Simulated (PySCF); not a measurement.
Computed properties of Si(F)2(Me)(Cl) (CH₃ClF₂Si), SMILES C[Si](F)(F)Cl

Si(F)2(Me)(Cl) (CH₃ClF₂Si), SMILES C[Si](F)(F)Cl. Geometry: B3LYP-D3(BJ)/def2-SVP. The values are those of a single conformer. All values are computed for the isolated molecule unless a solvent is named; none is compared with measurement here.

**Structure.** The optimised structure has Cs symmetry. All 18 harmonic modes at B3LYP-D3(BJ)/def2-SVP (PySCF) are real, so it is a minimum. With heavy atoms numbered as in [CH3:1][Si:2]([F:3])([F:4])[Cl:5], the shortest bond between them is Si2–F3 at 1.613 Å and the longest Si2–Cl5 at 2.051 Å.

**Vibrations.** The strongest infrared lines (harmonic, unscaled, degenerate partners summed) lie at 913 cm⁻¹ (184 km/mol, Si 45 %, F 44 %), 973 cm⁻¹ (175 km/mol, Si 50 %, F 44 %), 812 cm⁻¹ (123 km/mol, H 56 %, C 21 %, Si 18 %). The softest mode is at 132 cm⁻¹ and the zero-point energy is 28.0 kcal/mol.

**Electronic structure.** M06-2X/def2-TZVP (PySCF) places the frontier levels at -11.01 and 1.42 eV, a gap of 12.43 eV, and gives a dipole moment of 2.45 D and a mean polarisability of 44.5 bohr³. PBE/def2-TZVP (PySCF) at the same geometry gives -8.22 and -0.23 eV, so its gap is 4.44 eV narrower. An orbital gap is neither the optical nor the fundamental gap.

**Excitations.** TDA-PBE0/def2-SVPD (PySCF) has S1 at 8.60 eV (144 nm, f = 0.116, bright); the most intense of the 10 singlets computed lies at 8.60 eV (f = 0.12). T1 (TDA) is at 8.12 eV, 0.48 eV under S1. TDA-PBE/def2-SVPD (PySCF) puts S1 at 7.75 eV. No vertical singlet excitation falls in the visible range (under 3.1 eV).

**NMR.** GIAO shifts at KT2/pcSseg-1 (PySCF) (non-relativistic, atoms alike by connectivity averaged): ¹³C at 1.6 ppm against TMS; ¹H at 0.8 ppm against TMS; ²⁹Si at -4.5 ppm against TMS; ¹⁹F at -149.1 ppm against CFCl3. Without spin–orbit terms, shifts of atoms bonded to Cl or Br come out too high.

**Solvation.** SMD-B3LYP/6-31G* (PySCF) gives -0.4 kcal/mol in water, -3.4 kcal/mol in N,N-dimethylformamide, -4.0 kcal/mol in methanol (1 M in both phases, gas-phase geometry); of these solvents methanol holds the molecule best.
